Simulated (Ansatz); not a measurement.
AlGaH₃N. Total charge 0; spin multiplicity 1. The bonds changed during the relaxation, so this is another structure than the one it started from. The geometry is a stationary point of PBE0-D4/def2-TZVP.

```xyz
6

N     0.160   -0.828   -0.276
Al    0.012    0.900    0.127
Ga   -0.859   -2.242    0.460
H     0.856   -1.089   -0.968
H     0.922    2.004   -0.556
H    -1.091    1.255    1.213
```

(1) What is the dipole moment at r2SCAN/def2-TZVPP? (Best estimate.)

(2) And with PBE, B3LYP, ωB97M-V? (Estimate.)

(3) Give the Mulliken charges with r2SCAN, B3LYP, PBE in def2-TZVPP. (Estimate.)

## Answers

(1) The calculation gave: 1.23 D, with components (0.62, -0.80, -0.70) D in this frame, pointing from negative to positive charge.

(2) The calculation gave: PBE 1.24 D, B3LYP 1.22 D, ωB97M-V 1.22 D.

(3) The calculation gave: 
| atom | r2SCAN | B3LYP | PBE |
| --- | --- | --- | --- |
| N1 | -0.44 | -0.36 | -0.31 |
| Al2 | 0.45 | 0.37 | 0.29 |
| Ga3 | 0.21 | 0.20 | 0.17 |
| H4 | 0.12 | 0.10 | 0.11 |
| H5 | -0.16 | -0.15 | -0.12 |
| H6 | -0.17 | -0.16 | -0.13 |

B3LYP here is the variant with VWN-RPA as its local correlation; programs differ in this.

Results of the Gaussian-basis code of Ansatz.
